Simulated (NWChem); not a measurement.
Polarisability of ClSi (+1)

```
Si
Cl 1 1.9939
```
Charge +1, spin multiplicity 1.

Everything below was run with NWChem. Structure: optimised with PBE/def2-SVP, a minimum by its harmonic frequencies.

Basis set: Sadlej pVTZ. The field's frequency is 0.0428 Ha (1065 nm).

The correlated methods keep 10 core orbitals frozen. B3LYP has NWChem's definition, with VWN1-RPA local correlation. The structure started from a generated list of species. Coupled-cluster values serve here as a point of comparison, not as the truth.

```
method                isotropic polarisability (bohr³)
--------------------  --------------------------------
PBE                                                ___
HF                                                 ___
CCSD linear response                               ___
BHandHLYP                                          ___
B3LYP                                            32.67
```

**Question.** Some entries are withheld; supply them.

**Answer.** 
- PBE, isotropic polarisability (bohr³): 33.10
- HF, isotropic polarisability (bohr³): 32.04
- CCSD linear response, isotropic polarisability (bohr³): 33.13
- BHandHLYP, isotropic polarisability (bohr³): 32.17
